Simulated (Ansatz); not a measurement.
**Two structures, one formula**

The two ends of one reaction step of MgNH6ClO, singlet (PBE0-D4/def2-TZVP).

A:

```xyz
10
angstrom
Mg -1.0609 -0.0017 -1.1527
H -0.2324 1.5179 -1.2819
Cl -2.5866 -1.3170 -2.0910
H 0.5048 -0.4938 0.9047
N -0.2944 -1.0346 0.5609
H 0.9262 1.5197 -0.0543
O 1.4375 1.2047 0.7200
H -0.9653 -1.1220 1.3169
H 0.0147 -1.9763 0.3444
H 2.2564 1.7030 0.7331
```

B:

| atom | x (Å) | y (Å) | z (Å) |
| --- | --- | --- | --- |
| Mg1 | -0.7229 | 0.5613 | -0.0051 |
| H2 | 0.3638 | 0.5294 | -2.1358 |
| Cl3 | -2.6353 | 0.3298 | -1.1113 |
| H4 | 0.8400 | -0.9926 | 1.2022 |
| N5 | 0.0970 | -1.3231 | 0.5906 |
| H6 | 0.8927 | 0.8144 | -1.6814 |
| O7 | 0.5119 | 1.4960 | 0.9515 |
| H8 | -0.5228 | -1.9163 | 1.1306 |
| H9 | 0.5111 | -1.9042 | -0.1290 |
| H10 | 0.6646 | 2.4053 | 1.1878 |

Program: Ansatz 0.2.0. Basis: def2-TZVPP. Cores are frozen in the correlated methods. The outer core shell of Li, Na, Mg and K is correlated. The def2 sets are not built for correlating such inner shells, so the correlated values are less sure here. B3LYP uses VWN-RPA correlation.

(1) Which structure is lower at CCSD(T), and by how much? (To be estimated.)

No T1 diagnostic of these runs exceeds 0.009.

Answers

(1) The calculation gives: B, by 16.76 kcal/mol (electronic energy, against the other). By their contacts, A is a complex of MgNH₄Cl ([NH3][MgH][Cl]) + H₂O and B is a complex of MgNH₄ClO ([NH3][Mg]([OH])[Cl]) + H₂.

All methods give the same order:

| method | E(B) − E(A) (kcal/mol) |
| --- | --- |
| SPW92 | -11.25 |
| PBE-D4 | -14.66 |
| BLYP-D4 | -16.93 |
| r2SCAN-D4 | -17.54 |
| B97M-V | -11.83 |
| PBE0-D4 | -14.30 |
| B3LYP-D4 | -16.40 |
| r2SCAN0-D4 | -16.56 |
| BHLYP-D4 | -16.08 |
| CAM-B3LYP-D4 | -16.06 |
| wB97X-V | -16.26 |
| wB97M-V | -16.27 |
| B2PLYP | -17.32 |
| PBE-QIDH | -15.83 |
| RPA on PBE | -16.60 |
| HF | -15.54 |
| MP2 | -18.91 |
| CCSD | -16.70 |
| CCSD(T) | -16.76 |

Labels in which every atom is bracketed show which atoms are joined, not bond orders.

For scale, one of the runs: CCSD(T)/def2-TZVPP, 220 basis functions (an equivalent command: `ansatz run in.yaml --threads 4`). The run took 2 min on 4 CPU threads (shared host), with 3.7 GiB of host memory at its peak.
